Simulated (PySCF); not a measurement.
How methods differ on the ionisation energy of Yb⁴³⁺

Yb⁴³⁺ [Ar] 3d9 (2D) → Yb⁴⁴⁺ [Ar] 3d8 (3F), as a difference of total energies. Calculation: PySCF 2.14, in an even-tempered Gaussian basis (18 s from 8.4 bohr⁻², ratio 2.5; 13 p from 11 bohr⁻², ratio 2.5; 8 d from 11 bohr⁻², ratio 2.5; 4 f from 48 bohr⁻², ratio 2.7; 3 g from 72 bohr⁻², ratio 2.7); the spin-free X2C one-electron Hamiltonian (Gaussian nucleus). Correlated levels: outer shells: [Ne] frozen; virtual orbitals above 40 to 60 times the deepest correlated orbital energy dropped. The calculations carry no spin-orbit coupling.

| method | ionisation energy (eV) |
| --- | --- |
| UHF | 3576.4 |
| LDA | 3576.8 |
| PBE | 3575.5 |
| PBE0 | 3576.4 |
| r2SCAN | 3575.2 |
| B3LYP | 3576.3 |
| M06-2X | 3579.1 |
| MP2 (outer shells) | 3578.2 |
| SCS-MP2 (outer shells) | 3577.9 |

Spin-orbit coupling is strong in these open shells (close to jj coupling). The scalar numbers leave it out and a first-order estimate fails, so it can dominate the gap to the real levels.

Breit and QED terms and the two-electron picture change are absent.

For comparison: 3555 ± 4 eV (theoretical estimate listed by NIST; NIST Atomic Spectra Database, ionization energies).
